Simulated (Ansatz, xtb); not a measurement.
# A geometry optimisation of C3H8AlNO with r2SCAN-D4/def2-SVP

The starting geometry of this gas-phase singlet was built from a drawn formula by distance geometry and a force field; its bonds are those of `[CH3][Al]([CH]=O)[CH2]N`.

```csv
atom,x (Å),y (Å),z (Å)
C,-1.2823,0.3642,2.3557
C,-3.0039,-1.9726,0.5259
C,-0.2369,-0.4541,-0.8239
Al,-1.4981,-0.7085,0.6978
N,0.8119,0.4831,-0.4612
O,-3.8115,-2.1228,1.4383
H,-0.4468,0.9980,2.2911
H,-1.1488,-0.3383,3.2232
H,-2.2067,0.9874,2.5285
H,-3.1171,-2.5476,-0.3375
H,0.2260,-1.4782,-1.0097
H,-0.8104,-0.1326,-1.7198
H,0.3952,1.4799,-0.4415
H,1.5074,0.5310,-1.2663
```

Task: Predict what it relaxes into with r2SCAN-D4/def2-SVP.

Result: A new bond forms, giving a structure given below by its coordinates. Distances that change by over a tenth: C2–H10 (1.04 → 1.15 Å). Contacts that close: Al4–N5 (2.85 → 2.02 Å).

The energy falls by 1.06 eV over 57 steps:

```
step  E − E(last) (eV)
   1             1.058
   7             0.614
  13             0.608
  20             0.591
  26             0.391
  32             0.092
  38             0.051
  45             0.013
  51             0.002
  57             0.000
```

Final geometry (Å):

```yaml
atoms:
  - { symbol: C, position_ang: [-1.5620, 0.7475, 2.2344] }
  - { symbol: C, position_ang: [-1.9743, -2.3550, 0.7040] }
  - { symbol: C, position_ang: [-0.8798, 0.2315, -1.1087] }
  - { symbol: Al, position_ang: [-1.4385, -0.4097, 0.6638] }
  - { symbol: N, position_ang: [0.3141, -0.3395, -0.3447] }
  - { symbol: O, position_ang: [-2.7034, -2.8050, 1.5731] }
  - { symbol: H, position_ang: [-1.1529, 0.2593, 3.1353] }
  - { symbol: H, position_ang: [-2.6121, 0.9977, 2.4651] }
  - { symbol: H, position_ang: [-1.0296, 1.7051, 2.1031] }
  - { symbol: H, position_ang: [-1.6112, -3.0873, -0.1027] }
  - { symbol: H, position_ang: [-1.0436, -0.3239, -2.0416] }
  - { symbol: H, position_ang: [-0.7166, 1.2948, -1.3311] }
  - { symbol: H, position_ang: [1.0580, 0.3354, -0.1668] }
  - { symbol: H, position_ang: [0.7298, -1.1619, -0.7824] }
```

From the same start GFN2-xTB ends elsewhere, differing in Al4–O6 (1.97 against 2.86 Å here).

The end wasn't checked by frequencies. Run with Ansatz 0.2.0, 110 s on 2 threads of Intel(R) Xeon(R) 6975P-C (Granite Rapids), on a shared host.
